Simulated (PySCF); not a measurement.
## ORD: `B(C)(C)C(F)=C=C=C=CF`, C7H7BF2

Geometry:
```tsv
atom	x (Å)	y (Å)	z (Å)
C1	-1.086	1.496	-0.264
B2	-1.604	0.032	-0.067
C3	-3.127	-0.320	0.006
C4	-0.573	-1.145	0.074
F5	-1.065	-2.393	0.157
C6	0.745	-0.969	0.122
C7	1.992	-0.689	0.163
C8	3.242	-0.406	0.206
C9	4.526	-0.116	0.189
F10	5.222	0.164	1.284
H11	-0.062	1.679	0.095
H12	-1.076	1.678	-1.356
H13	-1.770	2.247	0.160
H14	-3.390	-0.287	1.083
H15	-3.774	0.417	-0.493
H16	-3.371	-1.337	-0.334
H17	5.130	-0.080	-0.724
```

Computed, not measured: TDDFT CAM-B3LYP/aug-cc-pVDZ circular dichroism and optical rotation, one conformer, gas phase (PySCF). Geometry: PBE0-D3(BJ)/def2-SVP.

No stereocentre is labelled: unless the shape is locked (an allene, a helicene, a hindered biaryl), the mirror image is equally populated and a measured rotation or CD is zero.

Give the optical rotatory dispersion at 633, 589.3, 546, 436 nm.

[α] in deg dm⁻¹ (g/mL)⁻¹:
```csv
λ (nm),origin-invariant length gauge,modified velocity gauge,length gauge (centre of mass),isotropic polarisability (au)
633,+89.0,+89.9,+87.6,138.3
589.3,+111.5,+112.2,+109.8,140.1
546,+145.9,+145.9,+143.8,142.3
436,+517.2,+510.9,+514.0,152.9
```

The shortest wavelength is close to the first absorption, where this undamped response comes out too large.

And for the mirror image at 589.3 nm?

-111.5 deg dm⁻¹ (g/mL)⁻¹ (origin-invariant length gauge): the same size and the opposite sign.

What is the molar rotation [Φ] = [α]·M/100 of the geometry above at 589.3 nm?

With M = 139.94 g/mol, +156.0 deg cm² dmol⁻¹ (origin-invariant length gauge).

The first excitation lies at 3.16 eV (392 nm) with R = +1.9 × 10⁻⁴⁰ esu² cm² (velocity form).
